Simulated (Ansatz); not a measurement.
Method: PBE-D3(BJ)/def2-SVP (Ansatz, a quantum-chemistry and plane-wave program). No frequencies were computed at this level.

Ansatz 0.2 input:
```yaml
crystal:
  periodic: [false, false, false]
  atoms:
    - { symbol: C, position_ang: [1.841446, 2.752005, 0.466694] }
    - { symbol: C, position_ang: [1.410972, 1.646859, 0.275044] }
    - { symbol: C, position_ang: [0.833713, 0.381737, 0.057014] }
    - { symbol: C, position_ang: [1.548254, -0.764216, -0.156694] }
    - { symbol: Si, position_ang: [3.40891, -1.007923, -0.224615] }
    - { symbol: S, position_ang: [0.501418, -2.14219, -0.388624] }
    - { symbol: C, position_ang: [-0.924167, -1.15983, -0.194645] }
    - { symbol: C, position_ang: [-2.245363, -1.577845, -0.251758] }
    - { symbol: C, position_ang: [-3.236616, -0.6359, -0.070709] }
    - { symbol: C, position_ang: [-2.919534, 0.702556, 0.163785] }
    - { symbol: C, position_ang: [-1.608511, 1.119232, 0.2208] }
    - { symbol: C, position_ang: [-0.589207, 0.184126, 0.040593] }
    - { symbol: H, position_ang: [2.239943, 3.708111, 0.631309] }
    - { symbol: H, position_ang: [3.778897, -1.968119, 0.817261] }
    - { symbol: H, position_ang: [4.036039, 0.291172, -0.001394] }
    - { symbol: H, position_ang: [3.747746, -1.547486, -1.543109] }
    - { symbol: H, position_ang: [-2.48271, -2.614757, -0.433549] }
    - { symbol: H, position_ang: [-4.272334, -0.938244, -0.110973] }
    - { symbol: H, position_ang: [-3.716491, 1.418039, 0.301864] }
    - { symbol: H, position_ang: [-1.352404, 2.15267, 0.401707] }
basis:
  gaussian: { orbitals: def2-svp }
hamiltonian:
  xc: pbe
  dispersion: d3bj
relax:
  max_steps: 150
```

Output:

```
Functional definition: PBE
2445 factors; their error is unknown
mean field evaluation 1: about -29151.9234 eV, gradient 9.0e1 eV
mean field evaluation 2: about -29036.1018 eV, gradient 2.1e2 eV
mean field evaluation 4: about -29171.2425 eV, gradient 4.1e1 eV
mean field evaluation 8: about -29175.9099 eV, gradient 8.6e-1 eV
mean field evaluation 16: about -29175.7553 eV, gradient 2.4e-2 eV
mean field -29175.75534536 eV, -1072.1892329046 hartree, gradient 2.4e-5 eV, S^2 0.000000; 0 other end points of the search recorded, 0 dependent functions left out
reference -29175.75539153 eV, -1072.1892346013 hartree; 49, 49 occupied and 167, 167 virtual orbitals, 2445 factors
relax step   1: F+E_penalty+E_count = -29176.50722354 eV  Δ(F+E_penalty+E_count) = +0.000e0 eV  max|allowed force component| = 1.692e0 eV/Å  Δτ_max = 0.0000 Å  (37 SCF iters, accepted)
these checks for a lower state are left out or cut short: starts, cluster_reference, orbital_swaps, neighbouring_geometries, increment
2445 factors; their error is unknown
mean field evaluation 32: about -29175.9755 eV, gradient 1.6e-5 eV
mean field -29175.97550816 eV, -1072.1973237384 hartree, gradient 1.6e-5 eV, S^2 0.000000; 0 other end points of the search recorded, 0 dependent functions left out
reference -29175.97555528 eV, -1072.1973254700 hartree; 49, 49 occupied and 167, 167 virtual orbitals, 2445 factors
relax step   2: F+E_penalty+E_count = -29176.72085717 eV  Δ(F+E_penalty+E_count) = -2.136e-1 eV  max|allowed force component| = 4.129e-1 eV/Å  Δτ_max = 0.0712 Å  (36 SCF iters, accepted)
these checks for a lower state are left out or cut short: starts, cluster_reference, orbital_swaps, neighbouring_geometries, increment
2445 factors; their error is unknown
mean field -29175.99145406 eV, -1072.1979097395 hartree, gradient 1.4e-5 eV, S^2 0.000000; 0 other end points of the search recorded, 0 dependent functions left out
reference -29175.99150142 eV, -1072.1979114798 hartree; 49, 49 occupied and 167, 167 virtual orbitals, 2445 factors
relax step   3: F+E_penalty+E_count = -29176.73530303 eV  Δ(F+E_penalty+E_count) = -1.445e-2 eV  max|allowed force component| = 1.026e-1 eV/Å  Δτ_max = 0.0172 Å  (37 SCF iters, accepted)
these checks for a lower state are left out or cut short: starts, cluster_reference, orbital_swaps, neighbouring_geometries, increment
2445 factors; their error is unknown
mean field -29175.99164591 eV, -1072.1979167898 hartree, gradient 1.4e-5 eV, S^2 0.000000; 0 other end points of the search recorded, 0 dependent functions left out
reference -29175.99169327 eV, -1072.1979185301 hartree; 49, 49 occupied and 167, 167 virtual orbitals, 2445 factors
relax step   4: F+E_penalty+E_count = -29176.73554797 eV  Δ(F+E_penalty+E_count) = -2.449e-4 eV  max|allowed force component| = 3.287e-2 eV/Å  Δτ_max = 0.0062 Å  (37 SCF iters, accepted)
these checks for a lower state are left out or cut short: starts, cluster_reference, orbital_swaps, neighbouring_geometries, increment
2445 factors; their error is unknown
mean field -29175.99163110 eV, -1072.1979162453 hartree, gradient 1.4e-5 eV, S^2 0.000000; 0 other end points of the search recorded, 0 dependent functions left out
reference -29175.99167845 eV, -1072.1979179855 hartree; 49, 49 occupied and 167, 167 virtual orbitals, 2445 factors
relax step   5: F+E_penalty+E_count = -29176.73567799 eV  Δ(F+E_penalty+E_count) = -1.300e-4 eV  max|allowed force component| = 3.664e-2 eV/Å  Δτ_max = 0.0099 Å  (37 SCF iters, accepted)
these checks for a lower state are left out or cut short: starts, cluster_reference, orbital_swaps, neighbouring_geometries, increment
2445 factors; their error is unknown
mean field -29175.99153767 eV, -1072.1979128120 hartree, gradient 1.4e-5 eV, S^2 0.000000; 0 other end points of the search recorded, 0 dependent functions left out
reference -29175.99158501 eV, -1072.1979145518 hartree; 49, 49 occupied and 167, 167 virtual orbitals, 2445 factors
relax step   6: F+E_penalty+E_count = -29176.73569947 eV  Δ(F+E_penalty+E_count) = -2.148e-5 eV  max|allowed force component| = 1.704e-2 eV/Å  Δτ_max = 0.0060 Å  (37 SCF iters, accepted)
these checks for a lower state are left out or cut short: starts, cluster_reference, orbital_swaps, neighbouring_geometries, increment
2445 factors; their error is unknown
mean field evaluation 64: about -29175.9916 eV, gradient 1.4e-4 eV
mean field -29175.99156433 eV, -1072.1979137918 hartree, gradient 1.5e-5 eV, S^2 0.000000; 0 other end points of the search recorded, 0 dependent functions left out
reference -29175.99161168 eV, -1072.1979155317 hartree; 49, 49 occupied and 167, 167 virtual orbitals, 2445 factors
relax step   7: F+E_penalty+E_count = -29176.73572149 eV  Δ(F+E_penalty+E_count) = -2.202e-5 eV  max|allowed force component| = 8.822e-3 eV/Å  Δτ_max = 0.0015 Å  (26 SCF iters, accepted)
2445 factors; their error is unknown
mean field -29175.99156433 eV, -1072.1979137918 hartree, gradient 1.5e-5 eV, S^2 0.000000; 1 other end points of the search recorded, 0 dependent functions left out
reference -29175.99161168 eV, -1072.1979155317 hartree; 49, 49 occupied and 167, 167 virtual orbitals, 2445 factors
Total energy: -29176.73576884 eV, -1072.2252628029 hartree
Atom 0 at     1.878588     2.788551     0.472521 Å, force     0.008822    -0.001854    -0.000993 eV/Å
Atom 1 at     1.424555     1.665587     0.278119 Å, force    -0.007348     0.003537     0.001134 eV/Å
Atom 2 at     0.841698     0.387398     0.057866 Å, force     0.001032    -0.006350     0.000072 eV/Å
Atom 3 at     1.560443    -0.792136    -0.161769 Å, force     0.000185     0.008142     0.000481 eV/Å
Atom 4 at     3.427528    -1.016254    -0.226237 Å, force     0.001991    -0.001718    -0.001305 eV/Å
Atom 5 at     0.496707    -2.161261    -0.392119 Å, force    -0.002737    -0.001365     0.000746 eV/Å
Atom 6 at    -0.940418    -1.178907    -0.197819 Å, force     0.002408    -0.002302    -0.000917 eV/Å
Atom 7 at    -2.280537    -1.602933    -0.255721 Å, force    -0.001446     0.000579    -0.000121 eV/Å
Atom 8 at    -3.283440    -0.645931    -0.071849 Å, force     0.000001    -0.000396    -0.000098 eV/Å
Atom 9 at    -2.960728     0.711171     0.165867 Å, force    -0.000304    -0.000383    -0.000068 eV/Å
Atom 10 at    -1.630471     1.129842     0.222949 Å, force     0.000581    -0.000069    -0.000048 eV/Å
Atom 11 at    -0.598516     0.182461     0.040390 Å, force    -0.000661     0.001884     0.000015 eV/Å
Atom 12 at     2.299140     3.769640     0.641793 Å, force    -0.002572     0.001352     0.000486 eV/Å
Atom 13 at     3.863090    -1.995144     0.829817 Å, force    -0.000125    -0.000109     0.000119 eV/Å
Atom 14 at     4.079195     0.313288     0.001845 Å, force     0.000254    -0.000129     0.000467 eV/Å
Atom 15 at     3.831338    -1.568075    -1.566241 Å, force     0.000075    -0.000637    -0.000139 eV/Å
Atom 16 at    -2.531800    -2.657514    -0.440487 Å, force     0.000660    -0.000661    -0.000048 eV/Å
Atom 17 at    -4.338614    -0.955366    -0.113129 Å, force    -0.000379     0.000102     0.000114 eV/Å
Atom 18 at    -3.769838     1.443172     0.307052 Å, force    -0.000429     0.000105     0.000064 eV/Å
Atom 19 at    -1.367919     2.182407     0.407153 Å, force    -0.000007     0.000273     0.000039 eV/Å
Dipole moment:    -0.158661     0.060209     0.012855 e Å
```

Cost: around 2.2 core-minutes (rough).
